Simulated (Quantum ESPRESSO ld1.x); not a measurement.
Results of a calculation; reference values are marked as such.
All-electron atom: Ru4+ in [Kr] 4d4 (the NIST ground configuration). Level of theory: Dirac Kohn-Sham, LDA (Slater exchange, VWN5 correlation), spin-unpolarised, spherical densities, point nucleus; open shells are shared between the two j in proportion to 2j + 1 (ld1.x of Quantum ESPRESSO 7.5).

Normalised radial functions P(r) = r R(r) (large component), r in bohr:

r          3d3/2    4s1/2
0.003727  0.0002   0.1222
0.004853  0.0003   0.1486
0.006319  0.0006   0.1775
0.008228  0.0013   0.2069
0.01071   0.0026   0.2332
0.01395   0.0054   0.2502
0.01817   0.0109   0.2492
0.02365   0.0217   0.2189
0.0308    0.0425   0.1477
0.04011   0.0814   0.0290
0.05223   0.1507  -0.1300
0.068     0.2677  -0.2970
0.08855   0.4508  -0.4087
0.1153    0.7108  -0.3828
0.1501    1.0331  -0.1631
0.1955    1.3602   0.2106
0.2546    1.5903   0.5584
0.3315    1.6156   0.6227
0.4316    1.3924   0.2541
0.562     0.9883  -0.4134
0.7318    0.5550  -0.9983
0.953     0.2339  -1.1596
1.241     0.0691  -0.8873
1.616     0.0131  -0.4662
2.104     0.0014  -0.1632
2.74      0.0001  -0.0351
3.567     0.0000  -0.0041
4.645     0.0000  -0.0002

3d3/2: eigenvalue -328.50 eV, 0 radial nodes, <r> = 0.382 bohr, 90 % of the charge inside 0.609 bohr. 4s1/2: eigenvalue -127.06 eV, 3 radial nodes at r = 0.0423, 0.170, 0.481 bohr, <r> = 1.00 bohr, 90 % of the charge inside 1.45 bohr.
